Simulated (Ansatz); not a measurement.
Reaction (substitution at a C–B bond): `CCC[BH][AlH2]` + CH₃SH → `CCCSC` + `[BH2][AlH2]`

Gas-phase electronic energies from Ansatz, PBE0-D4/def2-TZVP geometries. CCSD(T)/CBS is the MP2 limit (def2-TZVPP, def2-QZVPP) plus CCSD(T) − MP2 in def2-TZVPP, frozen cores. This one scheme is used for every species. DFT in def2-TZVPP. HSE06 is defined as in plane-wave codes. One conformer a species, not always the lowest.

```json
{"level": "r2SCAN-D4", "ΔE (eV)": "0.47"}
{"level": "PBE0-D4", "ΔE (eV)": "0.47"}
{"level": "r2SCAN0-D4", "ΔE (eV)": "0.46"}
{"level": "HSE06-D4", "ΔE (eV)": "0.47"}
{"level": "PBE", "ΔE (eV)": "0.49"}
{"level": "HSE06", "ΔE (eV)": "0.48"}
{"level": "CAM-B3LYP", "ΔE (eV)": "0.46"}
{"level": "MP2/CBS(def2)", "ΔE (eV)": "0.38"}
```

**Question.** What does CCSD(T)/CBS give? (An estimate is asked.)

**Answer.** Computed: +0.41 eV. The listed levels differ from it by 0.06, 0.06, 0.05, 0.06, 0.08, 0.07, 0.05, -0.03 eV.

**Question.** What do rigid-rotor, harmonic-oscillator terms from PBE0-D4/def2-TZVP frequencies (298.15 K, 1 bar) make of the CCSD(T)/CBS value? (Best estimate.)

**Answer.** Computed: ΔZPE = +0.02 eV, ΔH = +0.43 eV, ΔS = -13 J/(mol·K), ΔG = +0.47 eV. Modes under 50 cm⁻¹ make the entropy rough.

Largest T1 diagnostic among the species: 0.010.

At CCSD(T), def2-SVP lies +0.04 eV from the extrapolated value and def2-TZVPP +0.01 eV. Leaving LDA and LC-ωPBE aside and taking each functional with its dispersion term where it has one, the values, not all of them listed here, spread over 0.06 eV, from ωB97X-V to B97M-V. LDA lies +0.05 eV from PBE without D4.
